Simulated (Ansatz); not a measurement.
# CH2GeN (SMILES N#[C][GeH2]): methods side by side

The species is CH2GeN (5 atoms), meant as a doublet with charge 0. As SMILES, `N#[C][GeH2]`. The shape was relaxed beforehand at wB97X-V/def2-SVP.

| atom | x (Å) | y (Å) | z (Å) |
| --- | --- | --- | --- |
| N | 1.5942 | -1.0322 | 1.3038 |
| C | 0.8451 | -0.5393 | 0.5671 |
| Ge | -0.3174 | 0.2432 | -0.7497 |
| H | -1.6617 | -0.4928 | -0.6945 |
| H | -0.4101 | 1.7478 | -0.4680 |

Quantity: the adiabatic ionisation energy (to the singlet cation, shapes relaxed at wB97X-V/def2-SVP, no zero-point term), in eV. The values are calculated.

```json
{"level": "UHF/def2-TZVPP", "kind": "Hartree–Fock", "program": "Ansatz", "value (eV)": "8.24", "less CCSD(T)/def2-TZVPP": "-0.33", "CPU time (all runs)": "23 s"}
{"level": "UPBE/def2-TZVPP", "kind": "GGA", "program": "Ansatz", "value (eV)": "8.58", "less CCSD(T)/def2-TZVPP": "+0.01", "CPU time (all runs)": "9.1 s"}
{"level": "U-r2SCAN/def2-TZVPP", "kind": "meta-GGA", "program": "Ansatz", "value (eV)": "8.77", "less CCSD(T)/def2-TZVPP": "+0.20", "CPU time (all runs)": "24 s"}
{"level": "UB3LYP/def2-TZVPP", "kind": "global hybrid", "program": "Ansatz", "value (eV)": "8.68", "less CCSD(T)/def2-TZVPP": "+0.11", "CPU time (all runs)": "16 s"}
{"level": "U-wB97M-V/def2-TZVPP", "kind": "range-separated hybrid", "program": "Ansatz", "value (eV)": "8.58", "less CCSD(T)/def2-TZVPP": "+0.01", "CPU time (all runs)": "49 s"}
{"level": "UMP2/def2-TZVPP", "kind": "perturbation theory", "program": "Ansatz", "value (eV)": "8.37", "less CCSD(T)/def2-TZVPP": "-0.20", "CPU time (all runs)": "18 s"}
{"level": "UCCSD(T)/def2-TZVPP", "kind": "coupled cluster or CI", "program": "Ansatz", "value (eV)": "8.57", "less CCSD(T)/def2-TZVPP": "0.00", "CPU time (all runs)": "4.8 min"}
```

Differences are taken from UCCSD(T)/def2-TZVPP for orientation; it has basis-set and higher-order errors of its own. All-electron rows without a relativistic Hamiltonian named are non-relativistic. The values span 8.24 to 8.77 eV. In the correlated wave-function rows the outer d shell of Ge is correlated, in sets not made for it. CPU times are rough (shared hosts, several kinds of processor and program).
